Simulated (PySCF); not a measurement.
Phenylvinylnitrile, C9H7N.
Numbering: `[N:1]#[C:2]/[CH:3]=[CH:4]\[c:5]1[cH:6][cH:7][cH:8][cH:9][cH:10]1` (hydrogens: H11 on C3; H12 on C4; H13 on C6; H14 on C7; H15 on C8; H16 on C9; H17 on C10)

A GFN2-xTB structure was refined with PBE0-D3(BJ)/def2-SVP geometry optimisation, gas phase (PySCF). Its GFN2-xTB values:

```csv
coordinate,GFN2-xTB
N1≡C2,1.149 Å
C2–C3,1.403 Å
C3=C4,1.344 Å
C3–H11,1.084 Å
C4–C5,1.450 Å
C4–H12,1.084 Å
C5–C6,1.398 Å
C6–C7,1.381 Å
C6–H13,1.078 Å
C7–C8,1.386 Å
C7–H14,1.080 Å
C8–H15,1.080 Å
N1–C2–C3,175.4°
C2–C3–C4,127.9°
C3–C4–C5,129.3°
C4–C5–C6,123.8°
C4–C5–C10,117.9°
C5–C6–C7,120.5°
C5–C10–C9,121.0°
C8–C9–C10,120.0°
C3–C4–C5–C6,3°
```

Task: How do these coordinates change at the PBE0-D3(BJ)/def2-SVP level?

Result: 
```tsv
coordinate	PBE0-D3(BJ)/def2-SVP (Å or °)	change
C2–C3	1.422	+0.019
C8–H15	1.093	+0.013
C7–H14	1.092	+0.012
C6–H13	1.090	+0.012
N1≡C2	1.161	+0.012
C4–H12	1.095	+0.011
C3–H11	1.094	+0.010
C7–C8	1.396	+0.010
C5–C6	1.407	+0.009
C4–C5	1.459	+0.009
C6–C7	1.390	+0.009
C3=C4	1.352	+0.008
N1–C2–C3	178.0	+2.6
C3–C4–C5	130.9	+1.6
C2–C3–C4	126.7	-1.2
C4–C5–C10	117.4	-0.5
C4–C5–C6	124.3	+0.5
C8–C9–C10	119.8	-0.2
C5–C10–C9	121.2	+0.2
C5–C6–C7	120.4	-0.1
C3–C4–C5–C6	2	-1
```

The energy falls by 0.061 eV over 7 energy and gradient evaluations, the largest force component goes from 0.0311 to 3.7e-04 Eh/bohr, and the atoms move by 0.038 Å rms after alignment. The bond that changes most is C2–C3 (nitrile carbon to alkene CH carbon), which lengthens by 0.019 Å. Bonds longer at the end by more than 0.005 Å: 17 of 17; shorter: 0. Rotational constants go from 3191, 884.2, 692.6 to 3143, 869.7, 681.3 MHz.

The run used 175 basis functions and 50 SCF cycles in all. Hardware: one thread of an Arm Neoverse N1, shared host. Cost: 2.6 min of wall time.

Not checked by PBE0-D3(BJ)/def2-SVP frequencies. The numbers are those of one conformer.

The values belong to the conformer `[N:1]#[C:2]/[CH:3]=[CH:4]\[c:5]1[cH:6][cH:7][cH:8][cH:9][cH:10]1`: C3–C4–C5–C6 2°.
